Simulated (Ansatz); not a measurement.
Ansatz (a quantum-chemistry and plane-wave program) input (CCSD(T)/aug-cc-pVDZ):

Ansatz 0.2 input:
```yaml
crystal:
  periodic: [false, false, false]
  atoms:
    - {symbol: C, position_ang: [-1.50511922, -1.16182262, -0.60711457]}
    - {symbol: C, position_ang: [-1.05385231, 0.29549713, -0.39746207]}
    - {symbol: C, position_ang: [-2.26096424, 1.24245170, -0.46536471]}
    - {symbol: C, position_ang: [-0.31192031, 0.45872415, 0.88690108]}
    - {symbol: C, position_ang: [1.17387770, 0.61369362, 0.93121095]}
    - {symbol: C, position_ang: [1.88620200, -0.64841742, 0.50936256]}
    - {symbol: C, position_ang: [2.61184473, -0.77819012, -0.59405606]}
    - {symbol: H, position_ang: [-0.65050090, -1.83839045, -0.61166972]}
    - {symbol: H, position_ang: [-2.03508040, -1.27016876, -1.55689935]}
    - {symbol: H, position_ang: [-2.18129826, -1.47219567, 0.19335017]}
    - {symbol: H, position_ang: [-0.37257086, 0.54927699, -1.21722643]}
    - {symbol: H, position_ang: [-2.96337346, 1.02674982, 0.34386075]}
    - {symbol: H, position_ang: [-1.95192890, 2.28454016, -0.37109740]}
    - {symbol: H, position_ang: [-2.79467310, 1.12683054, -1.41158712]}
    - {symbol: H, position_ang: [-0.86033761, 0.31827014, 1.81266362]}
    - {symbol: H, position_ang: [1.48813928, 1.42590519, 0.26407860]}
    - {symbol: H, position_ang: [1.48902620, 0.88569388, 1.94259588]}
    - {symbol: H, position_ang: [1.74539540, -1.50639221, 1.16101318]}
    - {symbol: H, position_ang: [2.76520113, 0.05509250, -1.27085017]}
    - {symbol: H, position_ang: [3.08159129, -1.71683076, -0.85909487]}
basis:
  gaussian:
    orbitals: aug-cc-pVDZ
magnetization: {spin_polarized: true, initial_magnetization: 1}
correlation: {method: ccsd_t, electrons: outside_noble_gas}
output: {forces: true}
```

End of the output:

```
Atom 6 at     2.611845    -0.778190    -0.594056 Å, force     0.668005    -0.098478    -1.030382 eV/Å
Atom 7 at    -0.650501    -1.838390    -0.611670 Å, force     0.406513    -0.308528    -0.000755 eV/Å
Atom 8 at    -2.035080    -1.270169    -1.556899 Å, force    -0.230842    -0.041376    -0.426487 eV/Å
Atom 9 at    -2.181298    -1.472196     0.193350 Å, force    -0.304356    -0.119247     0.375525 eV/Å
Atom 10 at    -0.372571     0.549277    -1.217226 Å, force     0.315350     0.117329    -0.367645 eV/Å
Atom 11 at    -2.963373     1.026750     0.343861 Å, force    -0.303762    -0.114517     0.375397 eV/Å
Atom 12 at    -1.951929     2.284540    -0.371097 Å, force     0.150577     0.468346     0.039674 eV/Å
Atom 13 at    -2.794673     1.126831    -1.411587 Å, force    -0.231462    -0.057384    -0.428675 eV/Å
Atom 14 at    -0.860338     0.318270     1.812664 Å, force    -0.267277    -0.076057     0.455642 eV/Å
Atom 15 at     1.488139     1.425905     0.264079 Å, force     0.121319     0.347006    -0.303238 eV/Å
Atom 16 at     1.489026     0.885694     1.942596 Å, force     0.128953     0.112356     0.430478 eV/Å
Atom 17 at     1.745395    -1.506392     1.161013 Å, force    -0.056262    -0.419273     0.312865 eV/Å
Atom 18 at     2.765201     0.055093    -1.270850 Å, force     0.072257     0.399477    -0.318735 eV/Å
Atom 19 at     3.081591    -1.716831    -0.859095 Å, force     0.222402    -0.447057    -0.121633 eV/Å
Dipole moment:    -0.015153     0.000806    -0.001230 e Å
```

It need not be the lowest isomer of its formula.
